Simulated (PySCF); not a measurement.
HP (SMILES [PH]), triplet, geometry from GFN2-xTB; B3LYP5/def2-SVP in PySCF.

Input for PySCF:
```python
from pyscf import gto, scf, dft

mol = gto.Mole()
mol.atom = '''
    P    -0.00000000   -0.00000000   -0.08742886
    H     0.00000000    0.00000000    1.31143294
'''
mol.basis = 'def2-svp'
mol.spin = 2
mol.verbose = 4
mol.build()

mf = dft.UKS(mol)
mf.xc = 'b3lyp5'
mf.kernel()
```

What the program printed (banner, timings and long lists left out):

```
PySCF version 2.14.0

[INPUT] verbose = 4
[INPUT] num. atoms = 2
[INPUT] num. electrons = 16
[INPUT] charge = 0
[INPUT] spin (= nelec alpha-beta = 2S) = 2
[INPUT] symmetry False subgroup None
[INPUT] Mole.unit = angstrom
[INPUT] Symbol           X                Y                Z      unit          X                Y                Z       unit  Magmom
[INPUT]  1 P      0.000000000000   0.000000000000  -0.087428860000 AA    0.000000000000   0.000000000000  -0.165216600783 Bohr   0.0
[INPUT]  2 H      0.000000000000   0.000000000000   1.311432940000 AA    0.000000000000   0.000000000000   2.478249087333 Bohr   0.0

nuclear repulsion = 5.67436909335862
number of shells = 11
number of NR pGTOs = 43
number of NR cGTOs = 23
basis = def2-svp
ecp = {}

******** <class 'pyscf.dft.uks.UKS'> ********
method = UKS
initial guess = minao
damping factor = 0
level_shift factor = 0
DIIS = <class 'pyscf.scf.diis.CDIIS'>
diis_start_cycle = 1
diis_space = 8
diis_damp = 0
SCF conv_tol = 1e-09
SCF conv_tol_grad = None
SCF max_cycles = 50
direct_scf = True
direct_scf_tol = 1e-13
number electrons alpha = 9  beta = 7
XC library pyscf.dft.libxc version 7.1.2
    S. Lehtola, C. Steigemann, M. J. T. Oliveira, and M. A. L. Marques,  SoftwareX 7, 1–5 (2018)
XC functionals = b3lyp5
    P. A. M. Dirac,  Math. Proc. Cambridge Philos. Soc. 26, 376 (1930)
    F. Bloch,  Z. Phys. 57, 545 (1929)
    A. D. Becke,  Phys. Rev. A 38, 3098 (1988)
    C. Lee, W. Yang, and R. G. Parr,  Phys. Rev. B 37, 785 (1988)
    B. Miehlich, A. Savin, H. Stoll, and H. Preuss,  Chem. Phys. Lett. 157, 200 (1989)
    S. H. Vosko, L. Wilk, and M. Nusair,  Can. J. Phys. 58, 1200 (1980)
radial grids:
    Treutler-Ahlrichs [JCP 102, 346 (1995); DOI:10.1063/1.469408] (M4) radial grids

becke partition: Becke, JCP 88, 2547 (1988); DOI:10.1063/1.454033
pruning grids: <function nwchem_prune>
grids dens level: 3
symmetrized grids: False
atomic radii adjust function: <function treutler_atomic_radii_adjust>
small_rho_cutoff = 0
Set gradient conv threshold to 3.16228e-05
tot grids = 28992
init E= -341.580284797239

cycle= 1 E= -341.724269637295  delta_E= -0.144  |g|= 0.0489  |ddm|= 0.988
cycle= 2 E= -341.72656264646  delta_E= -0.00229  |g|= 0.0122  |ddm|= 0.0969
cycle= 3 E= -341.726700174204  delta_E= -0.000138  |g|= 0.00438  |ddm|= 0.0291
cycle= 4 E= -341.72671744218  delta_E= -1.73e-05  |g|= 0.000678  |ddm|= 0.00847
cycle= 5 E= -341.72671792869  delta_E= -4.87e-07  |g|= 0.000113  |ddm|= 0.00165
cycle= 6 E= -341.726717939549  delta_E= -1.09e-08  |g|= 5e-05  |ddm|= 0.000273
cycle= 7 E= -341.726717941824  delta_E= -2.28e-09  |g|= 4.9e-06  |ddm|= 0.000123
cycle= 8 E= -341.726717941859  delta_E= -3.51e-11  |g|= 1.27e-06  |ddm|= 1.39e-05
Extra cycle  E= -341.726717941863  delta_E= -3.64e-12  |g|= 5.54e-07  |ddm|= 4.5e-06
converged SCF energy = -341.726717941863  <S^2> = 2.0050436  2S+1 = 3.0033605
```
